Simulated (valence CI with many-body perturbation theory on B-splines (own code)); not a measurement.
Sensitivity of CI+MBPT for Cr IV

Computed by relativistic CI+MBPT: three valence electrons over a frozen Dirac-Fock core [Ar], a basis of 6 s, 6 p, 5 d, 5 f, 1 g functions for each j, with the one-electron correlation potential Σ1 (screened to all orders), the two-electron term Σ2, the three-electron term Σ3, Breit, model QED; selected single and double excitations, second order for the rest (own B-spline code, finite nucleus).

Set against measurement, 20 paired levels are off by 929 cm⁻¹ on average, the worst by 2273. These come from a selection out of Sugar and Corliss, J. Phys. Chem. Ref. Data 6, 317 (1977). Levels without a partner in it may be off by more, other configurations by 1,000 to 8,000 cm⁻¹. Only levels of the ground parity were solved; by the run's estimate the other parity begins above the list, which can be wrong where configurations are misplaced. 1 measured level below the end of the list, from 20650 cm⁻¹ on, found no clear computed partner, and computed levels of the same name lie up to 921 cm⁻¹ from them.

The reference run has the lowest level 3d3 4F_3/2 and an ionisation energy of 48.6228 eV. Its largest variational space holds 5292 state functions.

Names give the largest LS component (configuration and term), which can be under half, so a name can repeat, a term be missing and a line seem to break the LS rules; names also repeat where a configuration has a term twice.

Changed runs:
A. factor on the speed of light 1 → 10; QED terms on → off
B. highest l with Σ1, explicit Σ2 and valence Breit (higher l get mean screening factors) 3 → 1
C. natural orbitals for correlation on → off
D. correlating orbitals by l 3 3 3 3 1 → 2 2 1 1 0; natural orbitals for correlation on → off (bad on purpose)

Excitation energies of the reference run in cm⁻¹, and shifts in cm⁻¹:

```tsv
Level	Reference	A	B	C	D
3d3 4F_5/2	232	-230	-43	+1.0	+1.2
3d3 4F_7/2	546	-541	-97	+3.2	+3.6
3d3 4F_9/2	931	-921	-157	+7.1	+7.8
3d3 4P_1/2	14794	-266	-1330	+990	+1023
3d3 4P_3/2	14911	-381	-1348	+998	+1030
3d3 2G_7/2	15018	-264	-237	+1373	+1430
3d3 4P_5/2	15199	-667	-1416	+993	+1025
3d3 2G_9/2	15358	-600	-294	+1374	+1431
3d3 2P_3/2	20387	-233	-866	+2271	+2354
3d3 2P_1/2	20474	-323	-850	+2186	+2261
3d3 2H_9/2	20524	-291	-626	+1410	+1477
3d3 2H_11/2	20775	-538	-648	+1410	+1477
Ionisation energy (eV)	48.6228	+0.2574	-2.3424	+0.1467	+0.2275
```
